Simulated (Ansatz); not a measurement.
One change: `CC[SiH]` becomes `CC[Si]C`.

Ansatz, PBE0-D4/def2-TZVP geometries, multiplicity 1. Each molecule was computed in one conformer, which needn't be the lowest.

```tsv
property	`CC[SiH]`
ideal-gas entropy at 298 K and 1 bar (rigid rotor, harmonic PBE0-D4/def2-TZVP) / J/(mol·K)	291
LUMO energy (PBE0/def2-TZVPP) / eV	-2.46
LUMO energy (ωB97M-V/def2-TZVPP) / eV	-0.49
HOMO energy (PBE0/def2-TZVPP) / eV	-6.24
HOMO energy (B3LYP/def2-TZVPP) / eV	-6.08
HOMO–LUMO gap (ωB97M-V/def2-TZVPP) / eV	7.84
```

(1) What does the change do to each property? (An estimate is asked.)

Results:

(1) Computed: 
```json
{"property": "ideal-gas entropy at 298 K and 1 bar (rigid rotor, harmonic PBE0-D4/def2-TZVP) / J/(mol·K)", "`CC[Si]C`": "335", "shift": "44"}
{"property": "LUMO energy (PBE0/def2-TZVPP) / eV", "`CC[Si]C`": "-2.00", "shift": "0.46"}
{"property": "LUMO energy (ωB97M-V/def2-TZVPP) / eV", "`CC[Si]C`": "-0.05", "shift": "0.44"}
{"property": "HOMO energy (PBE0/def2-TZVPP) / eV", "`CC[Si]C`": "-5.84", "shift": "0.40"}
{"property": "HOMO energy (B3LYP/def2-TZVPP) / eV", "`CC[Si]C`": "-5.68", "shift": "0.40"}
{"property": "HOMO–LUMO gap (ωB97M-V/def2-TZVPP) / eV", "`CC[Si]C`": "7.88", "shift": "0.04"}
```

With PBE0 the HOMO rises by 0.40 eV and the LUMO rises by 0.46 eV, so the gap widens by about 0.06 eV. PBE moves the HOMO by 0.39 eV and ωB97M-V by 0.41 eV. The zero-point energy changes by 76.5 kJ/mol with +9 modes.

B3LYP here is the variant with VWN-RPA as its local correlation; programs differ in this.
